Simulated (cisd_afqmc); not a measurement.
Input (AFQMC/CISD/cc-pV(D+d)Z; cisd_afqmc is a phaseless AFQMC code with CISD trial states that reads the integrals written by Ansatz): A basis named .json is the Basis Set Exchange file of that set.

Ansatz 0.2 input:
```python
import cisd_afqmc

open("ham.yaml", "w").write("""\
crystal:
  periodic: [false, false, false]
  atoms:
    - {symbol: C, position_ang: [-0.99068060, 0.19143410, -0.16200049]}
    - {symbol: S, position_ang: [0.56573450, -0.10931967, 0.09251142]}
    - {symbol: H, position_ang: [-1.32804142, 1.00501434, -0.80207335]}
    - {symbol: H, position_ang: [-1.77962703, -0.40450423, 0.29389360]}
basis:
  gaussian:
    orbitals: cc-pV_D+d_Z.json
magnetization: {spin_polarized: false}
correlation: {method: ccsd, electrons: outside_noble_gas, hamiltonian_folder: ham}
""")
rep = cisd_afqmc.ansatz("ham.yaml")
e_ccsd = rep["correlation"]["coupled_cluster"]["energy"]["hartree"]
out = cisd_afqmc.run("ham", e_ccsd, trial="CISD", walkers=200, populations=8, threads=8, dt=0.005, steps=40, early=24, settle=10, least=32,
    cut=5e-5, rank_cut=2e-4, target=0.0004, seconds=1500, seed=1, memory=17280, gpu=False)
```

Output:

```
orbitals 41, occupied [6], factors 239 of 446, rank of the doubles 105 of 210
E(HF) = -436.533329
E(CCSD) on the cut factors = -436.828103, shift to the whole factors -0.000011
Energy of the trial state on the determinant = -436.828064
  tau behind 7.2 of longer steps, mean of the populations' last blocks
   2.0  -436.84008
   4.0  -436.84110
   6.0  -436.84044
   8.0  -436.84123
  10.0  -436.84134
  12.0  -436.83930
  14.0  -436.83947
blocks 501 (0 outliers left out), error by blocks joined: 1: 0.00016, 2: 0.00021, 4: 0.00026, 8: 0.00033, 16: 0.00040
E(AFQMC/CISD) = -436.84044 +/- 0.00040
```

The error still grows at the longest joins of blocks, or few joins were possible, so the printed bar may be too narrow.
